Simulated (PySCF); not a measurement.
PySCF 2.14 output of an unrestricted wB97M-V calculation on a single atom or ion in x2c-QZVPPall with one added diffuse shell each of s, p, d, f type (14s10p8d5f1g, 128 functions), with the spin-free X2C one-electron Hamiltonian (Gaussian nucleus):

```
SCF conv_tol = 1e-09
number electrons alpha = 25  beta = 24
    N. Mardirossian and M. Head-Gordon.,  J. Chem. Phys. 144, 214110 (2016)
cycle= 1 E= -5880.43741946113  delta_E= 0.0325  |g|= 0.083  |ddm|= 26.7
cycle= 2 E= -5880.45009174046  delta_E= -0.0127  |g|= 0.13  |ddm|= 23.4
cycle= 3 E= -5880.47225925789  delta_E= -0.0222  |g|= 0.08  |ddm|= 9.83
cycle= 4 E= -5880.4823659365  delta_E= -0.0101  |g|= 0.0425  |ddm|= 4.65
cycle= 5 E= -5880.48477081208  delta_E= -0.0024  |g|= 0.00637  |ddm|= 1.84
cycle= 6 E= -5880.48479268156  delta_E= -2.19e-05  |g|= 0.00353  |ddm|= 0.248
cycle= 7 E= -5880.48481036995  delta_E= -1.77e-05  |g|= 0.000378  |ddm|= 0.165
cycle= 8 E= -5880.4848106186  delta_E= -2.49e-07  |g|= 0.00015  |ddm|= 0.00896
cycle= 9 E= -5880.48481064906  delta_E= -3.05e-08  |g|= 4.27e-05  |ddm|= 0.00328
cycle= 10 E= -5880.48481065278  delta_E= -3.72e-09  |g|= 6.29e-06  |ddm|= 0.00163
cycle= 11 E= -5880.48481065282  delta_E= -4.37e-11  |g|= 1.77e-06  |ddm|= 0.000175
converged SCF energy = -5880.48481065282  <S^2> = 0.75035232  2S+1 = 2.0003523
```

The run itself started from symmetry-adapted Hartree-Fock orbitals and held the occupation by maximum overlap, on a logarithmic radial grid, so the iterations belong to that start.

Problem. Which element, charge and spin multiplicity is this?

Solution. In (indium, neutral), multiplicity 2; the state was [Kr] 4d10 5s2 6s1, 2S determinant (an excited configuration).

The outer electron is Rydberg-like, and this basis confines it to a smaller radius and binds it less than a complete one would.
